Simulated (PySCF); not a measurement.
Cl2Sc, charge +1. Atoms are numbered in the order given.

```xyz
3

Sc     0.0000     0.0000     0.7329
Cl     0.0000    -1.8484    -0.4526
Cl     0.0000     1.8484    -0.4526
```
Charge +1, spin multiplicity 1.

The structure is a stationary point at B3LYP-D3(BJ)/def2-TZVP. The spin state was assumed, not searched. The isomer is the one that the SMILES or the coordinates give; other isomers of the formula were not compared.

Method: TDA-B3LYP/def2-SVPD run with PySCF.

Vertical excitations. Isolated molecule, no solvent. State labels are in the subgroup C2v.

```tsv
state	symmetry	energy (eV)	λ (nm)	f	main pairs
S1	B2	3.77	329	0.000	HOMO→LUMO 99 %
S2	A2	3.88	320	0.000	HOMO→LUMO+1 99 %
S3	B1	4.12	301	0.012	HOMO−1→LUMO 95 %
S4	A2	4.16	298	0.000	HOMO−2→LUMO 98 %
S5	A1	4.24	293	0.001	HOMO−3→LUMO 50 %, HOMO−1→LUMO+1 47 %
S6	B2	4.27	290	0.000	HOMO−2→LUMO+1 67 %, HOMO→LUMO+2 30 %
S7	B1	4.29	289	0.001	HOMO→LUMO+3 76 %, HOMO−3→LUMO+1 21 %
S8	A1	4.41	281	0.000	HOMO−3→LUMO 47 %, HOMO−1→LUMO+1 42 %
S9	B1	4.43	280	0.005	HOMO−3→LUMO+1 75 %, HOMO→LUMO+3 21 %
S10	B2	4.43	280	0.021	HOMO→LUMO+2 52 %, HOMO−2→LUMO+1 22 %, HOMO−1→LUMO+3 21 %
T1	B2	3.73	332	0	HOMO→LUMO 97 %
T2	A2	3.81	326	0	HOMO→LUMO+1 97 %
T3	A1	3.94	315	0	HOMO−1→LUMO+1 77 %, HOMO−2→LUMO+3 19 %
T4	B2	3.99	311	0	HOMO−2→LUMO+1 70 %, HOMO−1→LUMO+3 19 %
```
Triplets are in the Tamm–Dancoff approximation.
